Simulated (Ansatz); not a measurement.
A CCSD(T) single point on `C[O][Zr]1234([NH2])([N](C)C)[C@H]5[C@@H]1[C@@H]2[C@@H]3[C@H]54`.

```yaml
crystal:
  periodic: [false, false, false]
  atoms:
    - {symbol: C, position_ang: [-1.446718, -1.489242, -2.669236]}
    - {symbol: O, position_ang: [-1.159680, -0.839625, -1.481854]}
    - {symbol: Zr, position_ang: [-0.288023, -0.375565, 0.182300]}
    - {symbol: N, position_ang: [-1.342639, -1.109090, 1.794752]}
    - {symbol: N, position_ang: [-0.644229, 1.642755, 0.293178]}
    - {symbol: C, position_ang: [-0.415012, 2.380556, 1.508050]}
    - {symbol: C, position_ang: [-0.906185, 2.509136, -0.826112]}
    - {symbol: C, position_ang: [2.054978, -0.624514, -0.706033]}
    - {symbol: C, position_ang: [2.173373, 0.029713, 0.541712]}
    - {symbol: C, position_ang: [1.804097, -0.887067, 1.545415]}
    - {symbol: C, position_ang: [1.470366, -2.110698, 0.920073]}
    - {symbol: C, position_ang: [1.635042, -1.950955, -0.467390]}
    - {symbol: H, position_ang: [-1.831942, -0.780872, -3.412488]}
    - {symbol: H, position_ang: [-2.206242, -2.265538, -2.517836]}
    - {symbol: H, position_ang: [-0.552225, -1.966679, -3.091110]}
    - {symbol: H, position_ang: [-1.087740, -1.798234, 2.484506]}
    - {symbol: H, position_ang: [-2.312169, -0.855557, 1.937083]}
    - {symbol: H, position_ang: [-1.279403, 3.013281, 1.762011]}
    - {symbol: H, position_ang: [0.461001, 3.045905, 1.434351]}
    - {symbol: H, position_ang: [-0.252641, 1.702111, 2.350377]}
    - {symbol: H, position_ang: [-1.097894, 1.925816, -1.729657]}
    - {symbol: H, position_ang: [-1.788832, 3.141461, -0.644293]}
    - {symbol: H, position_ang: [-0.063259, 3.188503, -1.033101]}
    - {symbol: H, position_ang: [2.252152, -0.185033, -1.673704]}
    - {symbol: H, position_ang: [2.476298, 1.055039, 0.694670]}
    - {symbol: H, position_ang: [1.770430, -0.687990, 2.606484]}
    - {symbol: H, position_ang: [1.136834, -3.008253, 1.419692]}
    - {symbol: H, position_ang: [1.440273, -2.699355, -1.221871]}
basis:
  gaussian: {orbitals: def2-SVP}
correlation: {method: ccsd_t}
```

```sh
$ ansatz run in.yaml --threads 11 --pin off --events-out ev --progress --plain --max-ram 174080MiB --backend cuda --devices 0, --max-vram 75GiB
```

Log, shortened:

```
Functional definition: HF
2738 factors; integrals over basis functions are off by at most 1.5e-3 eV
mean field evaluation 1: about -14747.2574 eV, gradient 6.3e1 eV
mean field evaluation 2: about -14747.2766 eV, gradient 6.3e1 eV
mean field evaluation 4: about -14756.7447 eV, gradient 7.0e0 eV
mean field evaluation 8: about -14756.8843 eV, gradient 3.6e-1 eV
mean field evaluation 16: about -14756.7262 eV, gradient 7.0e0 eV
mean field -14756.88481737 eV, -542.3055144626 hartree, gradient 2.4e-6 eV, S^2 0.000000; 0 other end points of the search recorded, 0 dependent functions left out
11 core orbitals not correlated: weight in the atoms' cores, before any rotation towards them, 1.000 or more for the frozen orbitals, at most 0.000 for the correlated occupied ones
reference -14756.88481737 eV, -542.3055144626 hartree; 38, 38 occupied and 216, 216 virtual orbitals, 2738 factors
second order -51.87882783 eV of doubles, -0.00000000 eV of singles
cycle   1  -52.21333611 eV  change   -3.3e-1 eV  update   2.0e-1
cycle   2  -53.58597394 eV  change    -1.4e0 eV  update   7.2e-2
cycle   3  -54.04053570 eV  change   -4.5e-1 eV  update   3.9e-2
cycle   4  -54.05131824 eV  change   -1.1e-2 eV  update   1.2e-2
cycle   5  -54.04139040 eV  change    9.9e-3 eV  update   5.8e-3
cycle   6  -54.04298385 eV  change   -1.6e-3 eV  update   2.1e-3
cycle   7  -54.04219569 eV  change    7.9e-4 eV  update   9.0e-4
cycle   8  -54.04156574 eV  change    6.3e-4 eV  update   3.3e-4
cycle   9  -54.04177105 eV  change   -2.1e-4 eV  update   1.3e-4
cycle  10  -54.04184341 eV  change   -7.2e-5 eV  update   5.9e-5
perturbative correction -2.07247044 eV, -0.0761618839 hartree
Total energy: -14812.99913122 eV, -544.3676774609 hartree
```

Hardware: 11 threads of an AMD EPYC 7R13 on a shared host and a whole NVIDIA H100 80 GB. Wall time 11 s, peak host memory 0.89 GiB.

Correlation energy per correlated electron: -0.738 eV. T1 diagnostic: 0.0150.
